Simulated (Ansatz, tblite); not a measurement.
Isomers of Bi₂Cl₆ (singlet), found by a short tight-binding search and relaxed with PBE-D4/def2-SVP in Ansatz.

In the def2 sets Bi takes a core potential; there is no spin–orbit coupling. The xTB rows come from tblite. Correlated methods freeze 38 core orbitals; core or outer-core shells of Bi are correlated, in sets that lack core-valence functions.

Other spin states weren't relaxed.

A:

Cartesian coordinates in Å:
```
Bi 0.064 2.030 0.702
Bi -0.074 -2.060 -0.723
Cl -2.553 -2.116 -0.751
Cl -0.062 0.935 -1.616
Cl -0.481 4.337 -0.076
Cl 2.529 2.237 0.841
Cl 0.373 -4.393 0.041
Cl 0.205 -0.969 1.582
```

B:

```tsv
atom	x (Å)	y (Å)	z (Å)
Bi1	0.2633	2.1746	0.0555
Bi2	-0.4882	-1.9525	-0.8663
Cl3	0.8458	1.3537	2.3152
Cl4	-2.3396	-3.6139	-1.0768
Cl5	1.5418	0.4024	-1.2955
Cl6	-2.0125	0.0643	-0.4080
Cl7	1.9884	3.9626	-0.1928
Cl8	0.2010	-2.3912	1.4686
```

C:

```xyz
8

Bi    1.499   -0.693    1.525
Bi   -1.144    0.483   -1.166
Cl   -3.557   -0.123   -1.160
Cl   -0.709    0.405    2.102
Cl    2.880    0.356    3.321
Cl   -0.740    0.482   -3.621
Cl   -0.222   -1.891   -0.692
Cl    1.994    0.982   -0.308
```

Task: Estimate which lies lowest at each level, and how far above it the others are (kcal/mol).

Result: 
```json
{"level": "GFN1-xTB", "A": "1.8", "B": "2.4", "C": "0.0"}
{"level": "GFN2-xTB", "A": "2.2", "B": "2.5", "C": "0.0"}
{"level": "HF/def2-SVP", "A": "0.0", "B": "1.5", "C": "0.0"}
{"level": "HF/def2-TZVP", "A": "0.0", "B": "1.6", "C": "1.5"}
{"level": "PBE-D4/def2-SVP", "A": "3.2", "B": "3.3", "C": "0.0"}
{"level": "PBE-D4/def2-TZVP", "A": "1.9", "B": "2.3", "C": "0.0"}
{"level": "BLYP-D4/def2-TZVP", "A": "1.7", "B": "2.0", "C": "0.0"}
{"level": "r2SCAN-D4/def2-TZVP", "A": "1.7", "B": "2.3", "C": "0.0"}
{"level": "PBE0-D4/def2-SVP", "A": "2.9", "B": "3.3", "C": "0.0"}
{"level": "PBE0-D4/def2-TZVP", "A": "1.7", "B": "2.2", "C": "0.0"}
{"level": "ωB97X-V/def2-TZVP", "A": "1.7", "B": "2.2", "C": "0.0"}
{"level": "ωB97M-V/def2-TZVP", "A": "2.2", "B": "2.7", "C": "0.0"}
{"level": "MP2/def2-SVP", "A": "2.6", "B": "3.3", "C": "0.0"}
{"level": "MP2/def2-TZVP", "A": "2.8", "B": "3.4", "C": "0.0"}
{"level": "CCSD/def2-SVP", "A": "1.9", "B": "2.8", "C": "0.0"}
{"level": "CCSD(T)/def2-SVP", "A": "2.3", "B": "3.0", "C": "0.0"}
```
Point groups (tolerance 0.1 Å): A not assigned, B C2, C not assigned. A and B have the same bonds, so they are conformers or stereoisomers. A and C have the same bonds, so they are conformers or stereoisomers. B and C have the same bonds, so they are conformers or stereoisomers. Lower isomers may exist.
